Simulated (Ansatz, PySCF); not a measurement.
Reaction 2 R1 → P1 + P2, each structure at its B3LYP-D3(BJ)/def2-TZVP stationary point, reached from a drawn start (curvature not checked).
P1: BCl3 (SMILES ClB(Cl)Cl), charge 0, multiplicity 1.
R1, BCl2 (SMILES Cl[B]Cl) (charge 0, multiplicity 2):
```xyz
3

B     -0.25888    -0.45751     0.00000
Cl     1.46689    -0.52797     0.00000
Cl    -1.20811     0.98548     0.00000
```
P2: BCl (SMILES [B]Cl), charge 0, multiplicity 1.

| level | reaction energy (kcal/mol) | minus CCSD(T)/cc-pV(Q+d)Z | cost |
|---|---|---|---|
| HF/cc-pV(D+d)Z | -20.67 | 19.43 | - |
| HF/cc-pV(T+d)Z | -19.60 | 20.50 | - |
| HF/cc-pV(Q+d)Z | -19.20 | 20.90 | - |
| SVWN5/def2-TZVPP | -33.25 | 6.84 | ×0.7 |
| PBE/def2-TZVPP | -29.20 | 10.90 | ×1 |
| PBE-D3(BJ)/def2-TZVPP | -29.54 | 10.56 | ×1 |
| PBE-D4/def2-TZVPP | -29.65 | 10.45 | ×1 |
| BLYP/def2-TZVPP | -31.62 | 8.48 | ×1 |
| BLYP-D3(BJ)/def2-TZVPP | -32.43 | 7.67 | ×1 |
| BLYP-D4/def2-TZVPP | -32.61 | 7.49 | ×1 |
| revPBE/def2-TZVPP | -28.71 | 11.39 | ×1 |
| revPBE-D3(BJ)/def2-TZVPP | -29.51 | 10.58 | ×1 |
| revPBE-D4/def2-TZVPP | -29.85 | 10.24 | ×1 |
| r2SCAN/def2-TZVPP | -24.44 | 15.66 | ×2 |
| r2SCAN-D3(BJ)/def2-TZVPP | -24.53 | 15.57 | ×2 |
| B97M-V/def2-TZVPP | -36.56 | 3.54 | ×3 |
| B3LYP/def2-TZVPP | -31.91 | 8.19 | ×1 |
| B3LYP-D4/def2-TZVPP | -32.66 | 7.44 | ×1 |
| PBE0/def2-TZVPP | -28.87 | 11.23 | ×1 |
| PBE0-D4/def2-TZVPP | -29.26 | 10.84 | ×1 |
| BHLYP/def2-TZVPP | -31.56 | 8.54 | ×1 |
| BHLYP-D3(BJ)/def2-TZVPP | -32.10 | 8.00 | ×1 |
| BHLYP-D4/def2-TZVPP | -32.19 | 7.91 | ×1 |
| M06-2X/def2-TZVPP | -33.78 | 6.32 | - |
| CAM-B3LYP/def2-TZVPP | -32.39 | 7.71 | ×2 |
| CAM-B3LYP-D3(BJ)/def2-TZVPP | -32.72 | 7.38 | ×2 |
| CAM-B3LYP-D4/def2-TZVPP | -32.80 | 7.30 | ×2 |
| wB97X-V/def2-TZVPP | -37.11 | 2.99 | ×3 |
| wB97M-V/def2-TZVPP | -41.96 | -1.86 | ×4 |
| B2PLYP/def2-TZVPP | -34.16 | 5.94 | ×2 |
| B2PLYP-D4/def2-TZVPP | -34.48 | 5.62 | ×2 |
| MP2/cc-pV(T+d)Z | -36.63 | 3.47 | - |
| MP2/CBS(cc-pV(T+d)Z, cc-pV(Q+d)Z) | -37.28 | 2.81 | - |
| SCS-MP2/cc-pV(D+d)Z | -38.82 | 1.28 | - |
| SCS-MP2/cc-pV(T+d)Z | -39.81 | 0.29 | - |
| SCS-MP2/cc-pV(Q+d)Z | -40.20 | -0.11 | - |
| CCSD/cc-pV(D+d)Z | -40.24 | -0.14 | - |
| CCSD/cc-pV(Q+d)Z | -39.03 | 1.07 | - |
| CCSD(T)/cc-pV(T+d)Z | -40.37 | -0.27 | ×7 |
| CCSD(T)/cc-pV(Q+d)Z | -40.10 | 0.00 | ×30* |

 The comparison column counts from a level with limits of its own.

P less R. No zero-point or thermal terms; singlets are restricted closed shells; open shells are unrestricted.

Frozen-core correlation throughout. CBS(a, b) extrapolates the correlation energy as X⁻³ and adds the Hartree–Fock energy of set b.

Run with Ansatz (an electronic-structure program) with Gaussian orbitals; PySCF for M06-2X and the D3/D4 terms. Each number belongs to the level named beside it.

Costs are rough ratios of core time to PBE/def2-TZVPP (about 4 s over the structures, on one shared machine); a dash marks a level with no comparable run of its own. A star marks coupled-cluster runs past 200 virtual orbitals, where the program's memory plan changes under this machine's limit, so their costs aren't comparable with smaller runs.
